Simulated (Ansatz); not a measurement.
Na₂Li₅⁻. Charge -1, multiplicity 1. Geometry PBE/def2-TZVPD.

```
atom    x (Å)    y (Å)    z (Å)
 Li1  -1.2353  -1.2925   0.0140
 Li2   1.1624   1.3435   0.0544
 Li3  -1.8340   1.6574   0.1112
 Li4   1.4045  -1.2765  -1.4719
 Li5  -0.5570   0.4624   2.3656
 Na6   1.7319  -1.5731   1.5868
 Na7  -0.6725   0.6787  -2.6599
```

The restricted singlet is unstable towards broken spin symmetry in Hartree–Fock (as tested in another run); at PBE/def2-TZVPD, r2SCAN/def2-TZVPD, PBE0/def2-TZVPD, CAM-B3LYP/def2-TZVPD and others this wasn't settled. At PBE/def2-TZVPD, r2SCAN/def2-TZVPD the highest occupied level of the charge -1 singlet lies above zero (up to 0.32 eV). The electron is either unbound and held by the finite basis, or the level is raised by self-interaction error. Another isomer (singlet) lies 0.12 eV lower at PBE0/def2-TZVPD; other spin states weren't run for this one.

(1) Estimate the orbital energies around the gap (eV) in Ansatz with PBE/def2-TZVPD, r2SCAN/def2-TZVPD, PBE0/def2-TZVPD, CAM-B3LYP/def2-TZVPD, ωB97M-V/def2-TZVPD.

## Answers

(1) 
```tsv
orbital	PBE/def2-TZVPD	r2SCAN/def2-TZVPD	PBE0/def2-TZVPD	CAM-B3LYP/def2-TZVPD	ωB97M-V/def2-TZVPD
HOMO−9	-24.90	-26.05	-28.32	-29.73	-30.83
HOMO−8	-24.89	-26.05	-28.31	-29.73	-30.83
HOMO−7	-24.89	-26.04	-28.31	-29.73	-30.83
HOMO−6	-24.89	-26.04	-28.31	-29.73	-30.83
HOMO−5	-24.87	-26.03	-28.30	-29.71	-30.81
HOMO−4	-24.87	-26.03	-28.30	-29.71	-30.81
HOMO−3	-1.70	-1.90	-2.55	-3.63	-4.35
HOMO−2	-0.40	-0.43	-0.83	-1.45	-1.99
HOMO−1	-0.26	-0.31	-0.71	-1.32	-1.84
HOMO	0.32	0.28	-0.06	-0.52	-1.00
LUMO	0.74	0.79	1.12	1.70	1.79
LUMO+1	0.98	1.07	1.38	1.91	1.88
LUMO+2	1.02	1.12	1.39	1.99	2.02
LUMO+3	1.33	1.41	1.71	2.01	2.02
LUMO+4	1.42	1.51	1.73	2.18	2.19
LUMO+5	1.47	1.70	1.75	2.20	2.20
```
